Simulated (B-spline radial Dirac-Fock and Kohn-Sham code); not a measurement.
# Two-hole binding energies of Re⁶⁺

System: the Re⁶⁺ ion, [Xe] 4f14 5d1.

Input of the calculation (task.json; shells as n, l, electrons):

```json
{"items": [{
  "Z": 75,
  "q": 6,
  "cfg": [[1, 0, 2], [2, 0, 2], [2, 1, 6], [3, 0, 2], [3, 1, 6], [3, 2, 10], [4, 0, 2], [4, 1, 6], [4, 2, 10], [4, 3, 14], [5, 0, 2], [5, 1, 6], [5, 2, 1]],
  "A": 187,
  "rrms": 5.3698,
  "do": ["binding", "quiet", "double"]
}]}
```

Command: `python xray_run.py task.json out`

These are calculated numbers from a radial atomic solver; the model is Dirac-Fock energy differences between relaxed states, corrected for Breit and QED terms. U is the two-hole binding energy less the two single-hole energies, the effective repulsion of the holes after relaxation. Each two-hole energy is an average over J within one jj subconfiguration.

| holes | E(a) (eV) | E(b) (eV) | E(ab) (eV) | U (eV) |
| --- | --- | --- | --- | --- |
| 1s⁻² | 71766.0 | 71766.0 | 144957.8 | 1425.8 |
| 1s⁻¹ 2p3/2⁻¹ | 71766.0 | 10629.5 | 82742.0 | 346.5 |
| 1s⁻¹ 3p1/2⁻¹ | 71766.0 | 2778.2 | 74672.9 | 128.7 |
| 1s⁻¹ 3d3/2⁻¹ | 71766.0 | 2043.4 | 73915.8 | 106.4 |
| 2p1/2⁻² | 12053.0 | 12053.0 | 24402.0 | 296.1 |
| 2p1/2⁻¹ 3p3/2⁻¹ | 12053.0 | 2465.3 | 14613.9 | 95.7 |
| 2p1/2⁻¹ 3d3/2⁻¹ | 12053.0 | 2043.4 | 14197.8 | 101.5 |
| 3p1/2⁻² | 2778.2 | 2778.2 | 5632.3 | 75.9 |
| 3p1/2⁻¹ 3p3/2⁻¹ | 2778.2 | 2465.3 | 5309.5 | 66.0 |
| 4d3/2⁻¹ 4d5/2⁻¹ | 369.0 | 355.5 | 757.1 | 32.6 |
| 4f5/2⁻² | 133.2 | 133.2 | 296.5 | 30.1 |
| 4f5/2⁻¹ 4f7/2⁻¹ | 133.2 | 130.8 | 294.8 | 30.7 |
| 5p1/2⁻¹ 5p3/2⁻¹ | 138.8 | 126.6 | ? | ? |
| 5p3/2⁻² | 126.6 | 126.6 | 271.8 | 18.5 |

Problem. Give the missing two-hole energy and U.

Solution. E(ab) = 284.0 eV and U = 18.6 eV.
